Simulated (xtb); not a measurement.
xtb input file for CH7NOSi3, SMILES O[Si@H]1N=C([SiH3])[SiH2]1, GFN2-xTB. 

```
$ xtb mol.xyz --gfn 2 --sp --chrg 0 --uhf 0 --json
$ cat mol.xyz
13

O      2.68472344     0.46052060     0.67279993
Si     1.50796818    -0.63938100     0.41417122
N     -0.05878096    -0.07559127     1.05946244
C     -0.81904639     0.08433495     0.03407389
Si    -2.59005348     0.69858243     0.27408599
Si     0.25233465    -0.38633257    -1.52148775
H      2.60868360     1.06002163     1.41109047
H      1.89972223    -1.89435720     1.05120607
H     -3.47893954    -0.34584000    -0.24542144
H     -2.88198574     0.97849730     1.67640182
H     -2.73867449     1.91326694    -0.53550695
H     -0.30573070    -1.53419690    -2.24253475
H      0.36139145     0.74140847    -2.45308746
```

Program output:

```
[banner left out]
          |                Calculation Setup                |
           -------------------------------------------------



molecular fragmentation (1/2 indicates fragments):
1111111211111
# atoms in fragment 1/2:    12     1
 fragment masses (1/2) :      132.32        1.01
CMA distance (Bohr)    :   5.430
constraining FC (au)   :  0.0500

           -------------------------------------------------
          |                 G F N 2 - x T B                 |
           -------------------------------------------------

        Reference                      10.1021/acs.jctc.8b01176
      * Hamiltonian:
        H0-scaling (s, p, d)           1.850000    2.230000    2.230000
        zeta-weighting                 0.500000
      * Dispersion:
        s8                             2.700000
        a1                             0.520000
        a2                             5.000000
        s9                             5.000000
      * Repulsion:
        kExp                           1.500000    1.000000
        rExp                           1.000000
      * Coulomb:
        alpha                          2.000000
        third order                    shell-resolved
        anisotropic                    true
        a3                             3.000000
        a5                             4.000000
        cn-shift                       1.200000
        cn-exp                         4.000000
        max-rad                        5.000000


          ...................................................
          :                      SETUP                      :
          :.................................................:
          :  # basis functions                  49          :
          :  # atomic orbitals                  46          :
          :  # shells                           22          :
          :  # electrons                        34          :
          :  max. iterations                   250          :
          :  Hamiltonian                  GFN2-xTB          :
          :  restarted?                      false          :
          :  GBSA solvation                  false          :
          :  PC potential                    false          :
          :  electronic temp.          300.0000000     K    :
          :  accuracy                    1.0000000          :
          :  -> integral cutoff          0.2500000E+02      :
          :  -> integral neglect         0.1000000E-07      :
          :  -> SCF convergence          0.1000000E-05 Eh   :
          :  -> wf. convergence          0.1000000E-03 e    :
          :  Broyden damping             0.4000000          :
          :  net charge                          0          :
          :  unpaired electrons                  0          :
          ...................................................

 iter      E             dE          RMSdq      gap      omega  full diag
   1    -17.9193585 -0.179194E+02  0.720E+00    1.88       0.0  T
   2    -18.0026294 -0.832709E-01  0.349E+00    1.99       1.0  T
   3    -17.9833158  0.193136E-01  0.329E+00    1.49       1.0  T
   4    -18.0246966 -0.413808E-01  0.152E+00    1.71       1.0  T
   5    -18.0230664  0.163017E-02  0.874E-01    1.63       1.0  T
   6    -18.0252287 -0.216230E-02  0.343E-01    1.69       1.0  T
   7    -18.0254418 -0.213045E-03  0.162E-01    1.70       1.0  T
   8    -18.0255087 -0.669063E-04  0.668E-02    1.70       1.0  T
   9    -18.0255098 -0.111031E-05  0.324E-02    1.70       1.0  T
  10    -18.0255150 -0.520565E-05  0.123E-02    1.70       2.2  T
  11    -18.0255150 -0.301358E-07  0.673E-03    1.70       4.1  T
  12    -18.0255152 -0.183189E-06  0.250E-03    1.70      11.1  T
  13    -18.0255152 -0.105065E-07  0.976E-04    1.70      28.4  T
  14    -18.0255152 -0.171276E-08  0.310E-04    1.70      89.4  T

   *** convergence criteria satisfied after 14 iterations ***

         #    Occupation            Energy/Eh            Energy/eV
      -------------------------------------------------------------
         1        2.0000           -0.7810339             -21.2530
       ...           ...                  ...                  ...
        11        2.0000           -0.4349765             -11.8363
        12        2.0000           -0.4278582             -11.6426
        13        2.0000           -0.4207769             -11.4499
        14        2.0000           -0.4172355             -11.3536
        15        2.0000           -0.4041424             -10.9973
        16        2.0000           -0.3540332              -9.6337
        17        2.0000           -0.3227604              -8.7828 (HOMO)
        18                         -0.2602146              -7.0808 (LUMO)
        19                         -0.2146159              -5.8400
        20                         -0.1925744              -5.2402
        21                         -0.1842225              -5.0129
        22                         -0.1658248              -4.5123
       ...                                ...                  ...
        46                          1.0707725              29.1372
      -------------------------------------------------------------
                  HL-Gap            0.0625458 Eh            1.7020 eV
             Fermi-level           -0.2914875 Eh           -7.9318 eV

 SCC (total)                   0 d,  0 h,  0 min,  0.016 sec
 SCC setup                      ...        0 min,  0.000 sec (  0.640%)
 Dispersion                     ...        0 min,  0.000 sec (  0.404%)
 classical contributions        ...        0 min,  0.000 sec (  0.144%)
 integral evaluation            ...        0 min,  0.002 sec ( 14.670%)
 iterations                     ...        0 min,  0.008 sec ( 51.981%)
 molecular gradient             ...        0 min,  0.005 sec ( 31.511%)
 printout                       ...        0 min,  0.000 sec (  0.570%)

         :::::::::::::::::::::::::::::::::::::::::::::::::::::
         ::                     SUMMARY                     ::
         :::::::::::::::::::::::::::::::::::::::::::::::::::::
         :: total energy             -17.864423067965 Eh    ::
         :: gradient norm              0.000180121549 Eh/a0 ::
         :: HOMO-LUMO gap              1.701957841183 eV    ::
         ::.................................................::
         :: SCC energy               -18.025494449302 Eh    ::
         :: -> isotropic ES            0.068981140853 Eh    ::
         :: -> anisotropic ES          0.001515528793 Eh    ::
         :: -> anisotropic XC          0.010085820520 Eh    ::
         :: -> dispersion             -0.010709065310 Eh    ::
         :: repulsion energy           0.161071381337 Eh    ::
         :: add. restraining           0.000000000000 Eh    ::
         :: total charge              -0.000000000000 e     ::
         :::::::::::::::::::::::::::::::::::::::::::::::::::::

           -------------------------------------------------
          |                Property Printout                |
           -------------------------------------------------

    * Orbital Energies and Occupations

         #    Occupation            Energy/Eh            Energy/eV
      -------------------------------------------------------------
         1        2.0000           -0.7810339             -21.2530
       ...           ...                  ...                  ...
         5        2.0000           -0.5853727             -15.9288
         6        2.0000           -0.5452555             -14.8372
         7        2.0000           -0.4806255             -13.0785
         8        2.0000           -0.4779585             -13.0059
         9        2.0000           -0.4634765             -12.6118
        10        2.0000           -0.4434756             -12.0676
        11        2.0000           -0.4349765             -11.8363
        12        2.0000           -0.4278582             -11.6426
        13        2.0000           -0.4207769             -11.4499
        14        2.0000           -0.4172355             -11.3536
        15        2.0000           -0.4041424             -10.9973
        16        2.0000           -0.3540332              -9.6337
        17        2.0000           -0.3227604              -8.7828 (HOMO)
        18                         -0.2602146              -7.0808 (LUMO)
        19                         -0.2146159              -5.8400
        20                         -0.1925744              -5.2402
        21                         -0.1842225              -5.0129
        22                         -0.1658248              -4.5123
        23                         -0.1585692              -4.3149
        24                         -0.1555631              -4.2331
        25                         -0.1372954              -3.7360
        26                         -0.1018688              -2.7720
        27                         -0.0862622              -2.3473
        28                         -0.0797905              -2.1712
       ...                                ...                  ...
        46                          1.0707725              29.1372
      -------------------------------------------------------------
                  HL-Gap            0.0625458 Eh            1.7020 eV
             Fermi-level           -0.2914875 Eh           -7.9318 eV

     #   Z          covCN         q      C6AA      α(0)
     1   8 O        1.576    -0.494    22.817     6.446
     2  14 Si       3.771     0.495    97.041    18.851
     3   7 N        1.829    -0.399    31.307     8.291
     4   6 C        2.974    -0.116    30.926     9.122
     5  14 Si       3.653     0.434    99.138    19.088
     6  14 Si       3.723     0.371   100.302    19.174
     7   1 H        0.810     0.306     0.702     1.315
     8   1 H        0.919    -0.085     5.056     3.517
     9   1 H        0.917    -0.109     5.877     3.791
    10   1 H        0.919    -0.088     5.166     3.555
    11   1 H        0.917    -0.109     5.879     3.792
    12   1 H        0.918    -0.115     6.126     3.871
    13   1 H        0.917    -0.091     5.276     3.592

 Mol. C6AA /au·bohr⁶  :       3625.391174
 Mol. C8AA /au·bohr⁸  :     143656.007514
 Mol. α(0) /au        :        104.406293


Wiberg/Mayer (AO) data.
largest (>0.10) Wiberg bond orders for each atom

 ---------------------------------------------------------------------------
     #   Z sym  total        # sym  WBO       # sym  WBO       # sym  WBO
 ---------------------------------------------------------------------------
     1   8 O    2.148 --     2 Si   1.156     7 H    0.885
     2  14 Si   3.915 --     1 O    1.156     3 N    0.970     8 H    0.857
                             6 Si   0.792
     3   7 N    3.065 --     4 C    1.928     2 Si   0.970
     4   6 C    3.837 --     3 N    1.928     5 Si   0.889     6 Si   0.863
     5  14 Si   3.667 --    10 H    0.899    11 H    0.892     9 H    0.892
                             4 C    0.889
     6  14 Si   3.578 --    12 H    0.881    13 H    0.880     4 C    0.863
                             2 Si   0.792
     7   1 H    0.906 --     1 O    0.885
     8   1 H    0.993 --     2 Si   0.857
     9   1 H    0.988 --     5 Si   0.892
    10   1 H    0.992 --     5 Si   0.899
    11   1 H    0.988 --     5 Si   0.892
    12   1 H    0.986 --     6 Si   0.881
    13   1 H    0.992 --     6 Si   0.880
 ---------------------------------------------------------------------------

Topologies differ in total number of bonds
Writing topology from bond orders to xtbtopo.mol

molecular dipole:
                 x           y           z       tot (Debye)
 q only:        0.146      -0.050      -0.447
   full:        0.303       0.001      -0.380       1.236
molecular quadrupole (traceless):
                xx          xy          yy          xz          yz          zz
Note: The following floating-point exceptions are signalling: IEEE_UNDERFLOW_FLAG IEEE_DENORMAL
normal termination of xtb
 q only:       -0.659      -0.762       0.811       0.685       2.158      -0.152
  q+dip:       -3.630       0.483       2.375       1.810       1.941       1.254
   full:       -2.475       0.762       2.363       1.549       2.856       0.113


           -------------------------------------------------
          | TOTAL ENERGY              -17.864423067965 Eh   |
          | GRADIENT NORM               0.000180121549 Eh/α |
          | HOMO-LUMO GAP               1.701957841183 eV   |
           -------------------------------------------------

------------------------------------------------------------------------
------------------------------------------------------------------------
 total:
 SCF:
```

The run converged.

Cost: roughly 0.04 core-seconds.
